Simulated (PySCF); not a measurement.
Tl2(OH)2(H2O)2 at several levels of theory

Computed with PySCF 2.14.0 (density fitting, no spin-orbit coupling) at the geometry relaxed with PBE0:

```xyz
12
Tl2(OH)2(H2O)2 (singlet; a saddle point, relaxed within its symmetry)
Tl    0.0000    1.4495    1.1959
Tl    0.0000   -1.4495   -1.1959
O     1.3634    0.0000    0.0000
H     2.3262    0.0000    0.0000
O    -1.3634    0.0000    0.0000
H    -2.3262    0.0000    0.0000
O     0.0000   -0.3185    3.5646
H     0.7578    0.0709    4.0157
H    -0.7578    0.0709    4.0157
O     0.0000    0.3185   -3.5646
H     0.7578   -0.0709   -4.0157
H    -0.7578   -0.0709   -4.0157
```

| level | basis | state | HOMO (eV) | gap (eV) | charge on Tl1 (e) | dipole about the centre of mass (D) | largest force component (eV/Å) |
| --- | --- | --- | --- | --- | --- | --- | --- |
| PBE0 | Tl def2-SVP with ECP60, O def2-SVP, H def2-SVP | singlet | -5.37 | 5.38 | 0.31 | 0.00 | 0.01 |
| B3LYP | the same | singlet | -5.21 | 4.97 | 0.29 | 0.00 | 0.23 |
| PBE0 | Tl def2-TZVP with ECP60, O def2-TZVP, H def2-TZVP | singlet | -5.55 | 5.26 | 0.50 | 0.00 | 0.26 |
| PBE0 | Tl x2c-SVPall, O x2c-SVPall, H x2c-SVPall | singlet | -5.39 | 5.50 | 0.33 | 0.00 | 0.49 |

Charges are Mulliken's, which hang on the basis. The relaxation used the grid (50, 194), these runs (75, 302) or, all-electron (x2c bases, spin-free X2C Hamiltonian), (99, 590).

**Question.** A further run in the first row's basis gives HOMO (eV) -7.38, gap (eV) 9.06, charge on Tl1 (e) 0.31, dipole about the centre of mass (D) 0.00, largest force component (eV/Å) 0.13. Which level was it?
A. BP86
B. CAM-B3LYP
C. wB97X

**Answer.** C. The others give HOMO -4.48 eV (BP86); -6.55 eV (CAM-B3LYP).

In the first row's basis the gap widens with exact exchange: 3.8 eV for BP86 (none); 5.0 to 5.4 eV for B3LYP, PBE0 (a fixed share); 7.3 to 9.1 eV for CAM-B3LYP, wB97X (rising or full at long range).
